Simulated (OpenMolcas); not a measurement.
Potential curves of BeB⁺: spin-free states

Calculated with OpenMolcas 26.06: state-averaged CASSCF(4,8) over B 2s 2p, Be 2s 2p, XMS-CASPT2 (IPEA 0.25, imaginary shift 0.2 hartree), scalar X2C, ANO-RCC-VTZP, then RASSI spin–orbit state interaction with atomic mean-field integrals. C2 symmetry about the axis (a holds Σ, Δ, Γ; b holds Π, Φ, H; Σ⁺ and Σ⁻ are not told apart); roots by multiplicity and irrep: 1a 5, 3a 2, 3b 6, 1b 4.

XMS-CASPT2 energies in eV from the lowest point. Curves are followed by energy order within each symmetry, so they are adiabatic and may change character at avoided crossings; Σ⁺ and Σ⁻ are counted together.

```csv
R (Å),(1)1Σ,(1)3Π,(1)1Π,(2)1Π,(2)3Π,(1)1Δ
1.907,0.270,1.073,2.128,3.449,3.486,3.524
2.018,0.091,1.194,2.208,3.501,3.516,3.829
2.117,0.017,1.337,2.275,3.635,3.586,4.138
2.217,0.000,1.498,2.357,3.830,3.699,4.448
2.328,0.024,1.683,2.430,4.096,3.821,4.787
2.439,0.074,1.842,2.486,4.359,3.912,5.089
2.594,0.185,2.057,2.548,4.703,4.022,5.473
2.793,0.366,2.262,2.602,5.076,4.118,5.882
```

Left out for impure symmetry, kinks or missing points, though low: (1)3Σ, (2)3Σ, (2)1Σ, (3)1Σ, (3)3Π. Only roots inside an energy window near the equilibrium distance were included, so the list of states is not complete; labels number the states computed. Each spin and symmetry block has orbitals of its own, averaged over its own roots, so gaps between blocks are less sure than gaps within one and near the minimum can be off by tenths of an eV, in bad cases by more. No Rydberg orbitals are active, so Rydberg states, and σ→σ* states whose orbital the CASSCF left unused, can be missing between those listed. CASPT2 splits the two components of degenerate states numerically, here by up to 25 cm⁻¹. Points that failed a check (symmetry, reference weights, a jump) are left out.
